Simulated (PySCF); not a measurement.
Species: C3H10B2O2.
Bonds: B1–O2, O2–B3, B3–O4, O4–C5, C5–C6, C5–C7. Hydrogens: H8, H9 on B1; H10 on B3; H11 on C5; H12, H13, H14 on C6; H15, H16, H17 on C7.

Torsions of this conformer, `[BH2:1][O:2][BH:3][O:4][CH:5]([CH3:6])[CH3:7]`: B1–O2–B3–O4 -105°, O2–B3–O4–C5 3°, B3–O4–C5–C6 -150°.

The closed-shell ground state was solved at several levels (PySCF, density fitting, gas phase, non-relativistic). One conformer (not necessarily the lowest) at the PBE0-D3(BJ)/def2-SVP geometry, without solvent, vibrations or thermal averaging.

```csv
level,basis functions,HOMO (eV),LUMO (eV),gap (eV),dipole (D)
PBE0/pcSseg-1,169,-8.28,-0.66,7.62,1.56
B3LYP/pcJ-1,289,-8.08,-0.91,7.17,1.54
KT3/pcSseg-1,169,-6.97,-1.58,5.39,1.53
```

Q: Estimate the row for wB97X-D/def2-SVPD, a basis of 226 functions; the other rows only guide the guess.

A: HOMO -10.22 eV, LUMO 1.14 eV, gap 11.36 eV, dipole 1.50 D.

Q: Over all these levels, which gives the widest orbital gap and which the narrowest?

A: wB97X-D/def2-SVPD (range-separated hybrid) has the widest, 11.36 eV, and KT3/pcSseg-1 (GGA) the narrowest, 5.39 eV. Functional and basis both differ between the two, so the spread mixes both effects.

Q: How far do the dipole and the HOMO energy spread over the levels?

A: The dipole runs from 1.50 to 1.56 D (mean 1.53 D) and the HOMO from -10.22 to -6.97 eV.
